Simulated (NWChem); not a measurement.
# Atomisation of AgCl

SMILES: [Ag][Cl]
```xyz
2

Ag     0.0000     0.0000    -0.6112
Cl     0.0000     0.0000     1.6897
```
Charge 0, spin multiplicity 1.

Program: NWChem. All single points use one geometry, from PBE/def2-SVP with def2 effective core potentials on Ag, a minimum by its harmonic frequencies.

Basis set: def2-TZVP. The atomisation energy is electronic alone: no zero-point, thermal, spin-orbit or counterpoise terms. No value is extrapolated to the basis-set limit. Free atoms are single determinants with multiplicities Ag 2, Cl 2. Correlated methods freeze the same cores in atoms and molecule, 9 orbitals in all.

| method | atomisation energy (kcal/mol) |
|---|---|
| CCSD(T) | 71.5 |
| HF | 48.9 |
| MP2 | 75.6 |
| B3LYP | 67.0 |
| PBE0 | 70.8 |
| PBE | 72.6 |
| CAM-B3LYP | 69.2 |
| M06-2X | 71.8 |
| BHandHLYP | 65.4 |

The values span 26.7 kcal/mol, from HF (lowest) to MP2 (highest). 

Effective core potentials replace the inner electrons of Ag; spin-orbit coupling is left out. B3LYP has NWChem's definition, with VWN1-RPA local correlation. The structure started from a generated list of species. The stability of the SCF solutions was not checked. Open-shell Hartree-Fock references start from PBE0 orbitals. Coupled-cluster values serve here as a point of comparison, not as the truth.
